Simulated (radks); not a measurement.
Problem. These are the eigenvalues of the occupied orbitals of an atom or ion with whole-number occupations (eV). Calculated with a radial shooting solver on a logarithmic mesh with Libxc functionals: non-relativistic Kohn-Sham, BLYP, spin-unpolarised, spherical densities, point nucleus.

1s: -55090.82
2s: -8912.608
2p: -8513.976
3s: -1990.735
3p: -1809.402
3d: -1471.353
4s: -384.2763
4p: -311.0332
4d: -179.0175
5s: -50.9247
5p: -31.8570
4f: -13.6091
6s: -8.5003

Which element is it, and in what charge state? The configuration may be excited.

Solution. Z = 69, thulium, charge +1: Tm+ in [Xe] 4f13 6s1. The list shows which subshells hold electrons but not how many an open one holds; the 1s level, -2024.6 hartree, gives Z - s = 63.6 by -(Z - s)^2/2, which with screening narrows Z to a few neighbours, and the depths of the outer levels then fix element, charge and occupations together.
